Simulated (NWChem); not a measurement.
System: C₂H₄O₃Si; SMILES C[SiH]1OC(=O)O1

Input file for NWChem:

```
start job
memory heap 200 mb stack 900 mb global 1100 mb
geometry units angstroms noautosym nocenter noautoz
  C     -0.741187     2.229037     0.000000
  Si     0.466475     0.823978     0.000000
  O      0.122726    -0.471137    -1.099308
  C     -0.089636    -1.297647     0.000000
  O     -0.388065    -2.452898     0.000000
  O      0.122726    -0.471137     1.099308
  H     -0.591754     2.865974    -0.896078
  H     -1.781171     1.848592     0.000000
  H     -0.591754     2.865974     0.896078
  H      1.903415     1.230059     0.000000
end
basis spherical
  * library 6-31g*
end
dft
  xc pbe0
  iterations 150
end
cosmo
  do_cosmo_smd true
  solvent ethanol
end
task dft energy
```

Parts of the log:

```
             Northwest Computational Chemistry Package (NWChem) 7.3.0
             --------------------------------------------------------

                             Geometry "geometry" -> ""
                             -------------------------

 Output coordinates in angstroms (scale by  1.889725989 to convert to a.u.)

  No.       Tag          Charge          X              Y              Z
 ---- ---------------- ---------- -------------- -------------- --------------
    1 C                    6.0000    -0.74118700     2.22903700     0.00000000
    2 Si                  14.0000     0.46647500     0.82397800     0.00000000
    3 O                    8.0000     0.12272600    -0.47113700    -1.09930800
    4 C                    6.0000    -0.08963600    -1.29764700     0.00000000
    5 O                    8.0000    -0.38806500    -2.45289800     0.00000000
    6 O                    8.0000     0.12272600    -0.47113700     1.09930800
    7 H                    1.0000    -0.59175400     2.86597400    -0.89607800
    8 H                    1.0000    -1.78117100     1.84859200     0.00000000
    9 H                    1.0000    -0.59175400     2.86597400     0.89607800
   10 H                    1.0000     1.90341500     1.23005900     0.00000000

 Effective nuclear repulsion energy (a.u.)     302.2181662060

                                 NWChem DFT Module
                                 -----------------

 Summary of "ao basis" -> "ao basis" (spherical)
 ------------------------------------------------------------------------------
       Tag                 Description            Shells   Functions and Types
 ---------------- ------------------------------  ------  ---------------------
 C                           6-31g*                  6       14   3s2p1d
 Si                          6-31g*                  8       18   4s3p1d
 O                           6-31g*                  6       14   3s2p1d
 H                           6-31g*                  2        2   2s

 in cosmo_initialize ...
 calling solv_data for solv:ethanol

 solvent parameters
 solvname_short: ethanol
 solvname_long:  ethanol
 dielec:       24.8520
 dielecinf:     1.8526
 nonaqueous SMD model solvent descriptors
 dielec:       24.8520
 sola:          0.3700
 solb:          0.4800
 solc:          0.0000
 solg:         31.6200
 solh:          0.0000
 soln:          1.3611

          ---------------
          -cosmo- solvent
          ---------------
 Cosmo: York-Karplus, doi: 10.1021/jp992097l
 dielectric constant -eps-     =  24.85
 screen = (eps-1)/(eps    )    =   0.95976
 surface charge correction     = lagrangian

   van der Waals surface
 --------------------------

[...]

                                COSMO-SMD solvation results
                                ---------------------------

             internal energy in gas <Psi(g)|H|Psi(g)> =      -593.394536797396
         internal energy in solvent <Psi(s)|H|Psi(s)> =      -593.391536189294
                               delta internal energy  =         0.003000608102 (    1.88 kcal/mol)
   total free energy in solvent <Psi(s)|H+V/2|Psi(s)> =      -593.410788507329
 polarization energy contribution <Psi(s)|V/2|Psi(s)> =        -0.019252318034 (  -12.08 kcal/mol)
    total free energy in solvent including G(SMD-CDS) =      -593.404985086815
                       G(SMD-CDS) energy contribution =         0.005803420514 (    3.64 kcal/mol)
     1 M fixed-concentration free energy of solvation =        -0.010448289418 (   -6.56 kcal/mol)

                       DFT Final Molecular Orbital Analysis
                       ------------------------------------

 Vector   25  Occ=2.000000D+00  E=-3.657198D-01
              MO Center=  1.3D-01, -4.3D-01, -2.7D-08, r^2= 1.9D+00
   Bfn.  Coefficient  Atom+Function         Bfn.  Coefficient  Atom+Function
  ----- ------------  ---------------      ----- ------------  ---------------
    35      0.435780   3 O  px               77     -0.435780   6 O  px
    39      0.336615   3 O  px               81     -0.336615   6 O  px
    36     -0.127649   3 O  py               78      0.127649   6 O  py
    40     -0.099910   3 O  py               82      0.099910   6 O  py
     5     -0.055197   1 C  pz               31      0.048817   2 Si d  1

 Vector   26  Occ=2.000000D+00  E=-3.370925D-01
              MO Center= -2.7D-01, -2.0D+00,  2.0D-08, r^2= 1.8D+00
   Bfn.  Coefficient  Atom+Function         Bfn.  Coefficient  Atom+Function
  ----- ------------  ---------------      ----- ------------  ---------------
    65      0.584480   5 O  pz               69      0.400866   5 O  pz
    36     -0.172579   3 O  py               78      0.172579   6 O  py
    40     -0.126559   3 O  py               82      0.126559   6 O  py
    37      0.114248   3 O  pz               79      0.114248   6 O  pz
    23      0.113277   2 Si pz               55      0.112717   4 C  pz

 Vector   27  Occ=2.000000D+00  E=-3.349460D-01
              MO Center=  9.5D-02,  1.5D-01,  7.6D-09, r^2= 4.8D+00
   Bfn.  Coefficient  Atom+Function         Bfn.  Coefficient  Atom+Function
  ----- ------------  ---------------      ----- ------------  ---------------
    63      0.312085   5 O  px               96      0.245918  10 H  s
    35     -0.229589   3 O  px               67      0.230183   5 O  px
    77     -0.229589   6 O  px               21      0.215285   2 Si px
     4      0.208963   1 C  py                3     -0.185895   1 C  px
    39     -0.176403   3 O  px               81     -0.176403   6 O  px

 Vector   28  Occ=0.000000D+00  E=-1.537675D-03
              MO Center=  5.1D-01,  9.7D-01,  3.1D-10, r^2= 3.5D+00
   Bfn.  Coefficient  Atom+Function         Bfn.  Coefficient  Atom+Function
  ----- ------------  ---------------      ----- ------------  ---------------
    27      0.798542   2 Si pz               23      0.534158   2 Si pz
    38      0.339106   3 O  s                80     -0.339106   6 O  s
    90      0.193336   7 H  s                94     -0.193336   9 H  s
    19     -0.180689   2 Si pz               40      0.171090   3 O  py
    82     -0.171090   6 O  py               51      0.141025   4 C  pz

 Vector   29  Occ=0.000000D+00  E= 2.189070D-02
              MO Center= -1.1D-01, -1.4D+00, -2.7D-09, r^2= 1.8D+00
   Bfn.  Coefficient  Atom+Function         Bfn.  Coefficient  Atom+Function
  ----- ------------  ---------------      ----- ------------  ---------------
    49      0.600483   4 C  px               53      0.548887   4 C  px
    67     -0.406098   5 O  px               63     -0.367797   5 O  px
    35     -0.202154   3 O  px               77     -0.202154   6 O  px
    39     -0.196613   3 O  px               81     -0.196613   6 O  px
    25     -0.181525   2 Si px                6     -0.180430   1 C  s

 Vector   30  Occ=0.000000D+00  E= 5.565997D-02
              MO Center=  6.3D-01,  5.5D-01, -2.4D-10, r^2= 4.7D+00
   Bfn.  Coefficient  Atom+Function         Bfn.  Coefficient  Atom+Function
  ----- ------------  ---------------      ----- ------------  ---------------
    26      1.432686   2 Si py               24     -0.656357   2 Si s
    38      0.433475   3 O  s                80      0.433475   6 O  s
    54      0.391014   4 C  py               66      0.313271   5 O  s
    92      0.282125   8 H  s                 6     -0.272931   1 C  s
    90     -0.255784   7 H  s                94     -0.255784   9 H  s

     Multipole analysis of the density
     ---------------------------------

     L   x y z        total         alpha         beta         nuclear
     -   - - -        -----         -----         ----         -------
     0   0 0 0     -0.000000    -27.000000    -27.000000     54.000000

     1   1 0 0      0.275872      0.758197      0.758197     -1.240522
     1   0 1 0      2.758228      2.538220      2.538220     -2.318212
     1   0 0 1     -0.000000     -0.000000     -0.000000      0.000000

     2   2 0 0    -28.552682    -41.652813    -41.652813     54.752945
     2   1 1 0     -1.404505      1.953017      1.953017     -5.310538
     2   1 0 1      0.000000      0.000000      0.000000      0.000000
     2   0 2 0    -32.174261   -234.749219   -234.749219    437.324177
     2   0 1 1      0.000000      0.000000      0.000000      0.000000
     2   0 0 2    -32.432506    -53.608083    -53.608083     74.783661
```

Level: PBE0/6-31G* (spherical d), SMD on the gas-phase geometry. All runs use the structure optimised with PBE-D3(BJ)/def2-SVP. Solvent: ethanol.
